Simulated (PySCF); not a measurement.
Compound: C3H8FNSi.
Atom-mapped SMILES: `[CH2:1]=[N:2][Si@H:3]([F:4])[CH2:5][CH3:6]` (hydrogens: H7, H8 on C1; H9 on Si3; H10, H11 on C5; H12, H13, H14 on C6)

Level of theory: PySCF, PBE0-D3(BJ)/def2-SVP geometry optimisation, gas phase.

Problem. List the bond lengths, angles and torsions at this level.

Solution. 
```tsv
bond	length (Å)
C1=N2	1.262
N2–Si3	1.748
Si3–F4	1.625
Si3–C5	1.860
C5–C6	1.527
C1–H7	1.113
C1–H8	1.107
Si3–H9	1.498
C5–H10	1.103
C5–H11	1.104
C6–H12, C6–H13, C6–H14	1.101
```

Bonds in one row agree within 0.01 Å and their mean is given. A selection of angles:
```tsv
angle	degrees
N2–C1–H7	124.6
N2–C1–H8	120.6
H7–C1–H8	114.8
C1–N2–Si3	124.6
N2–Si3–F4	106.6
N2–Si3–C5	109.0
N2–Si3–H9	111.7
F4–Si3–C5	109.5
F4–Si3–H9	106.9
C5–Si3–H9	112.9
Si3–C5–C6	113.6
Si3–C5–H10	107.1
Si3–C5–H11	107.8
C6–C5–H10	110.8
C6–C5–H11	111.0
H10–C5–H11	106.1
C5–C6–H12	111.3
H12–C6–H13	107.4
```

Dihedral angles: C1–N2–Si3–F4 -121° (anticlinal); N2–Si3–C5–C6 -64° (synclinal).

Si3 (fluorine-bound silicon) is tetrahedral (angles from 106.6° to 112.9°). N2 (C=N nitrogen) is bent (angle 124.6°).

Point group: C1 (no symmetry element, even within 0.4 Å). No frequency check. One conformer, not necessarily the lowest.
